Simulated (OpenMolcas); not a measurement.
**Fe7+, Ru7+, Os7+: d down the group**

```yaml
Program: OpenMolcas 26.06
Method: XMS-CASPT2, IPEA 0.25 Eh, imaginary shift 0.1 Eh
Basis: ANO-RCC-VTZP
Scalar_Hamiltonian: DKH2, point nucleus
Spin-orbit_coupling: state interaction with AMFI integrals over the reference wave functions, term energies averaged over their components
```

Active space for each ion: 1 electron in 5 orbitals (d); closed shells correlated by CASPT2: Fe7+ 3s 3p; Ru7+ 4s 4p; Os7+ 5s 5p.

Computed levels in cm-1 above 2D 3/2:

| Level | Fe7+ | Ru7+ | Os7+ |
| --- | --- | --- | --- |
| 2D 5/2 | 1808 | 4190 | 13950 |
| weight of 2D in the lowest level (%) | 100 | 100 | 100 |

Measured, with the error of the calculation in %. Measured levels: Fe7+ from Corliss and Sugar, J. Phys. Chem. Ref. Data 11, 135 (1982).

```csv
Level,Fe7+
2D 5/2,1836 (-1.5)
```

The fine-structure level 2D 5/2 changes by a factor of 7.72 from Fe7+ to Os7+.

Term energies are means over components that CASPT2 splits; among the terms shown or strongly mixed into the levels shown the widest spread is 61 cm-1 (4d 2D, Ru7+). With one active electron, CASPT2 adds the correlation within the correlated inactive shells and between them and that electron, and leaves the splitting within a term as the reference gives it. Measured partners are found by configuration, term and J. A level has none where our copy of the source lacks it or the pairing is in doubt (some pairs that miss far off the trend of their configuration count as doubtful), and it then counts in no deviation. Levels of configurations outside the active space are missing.
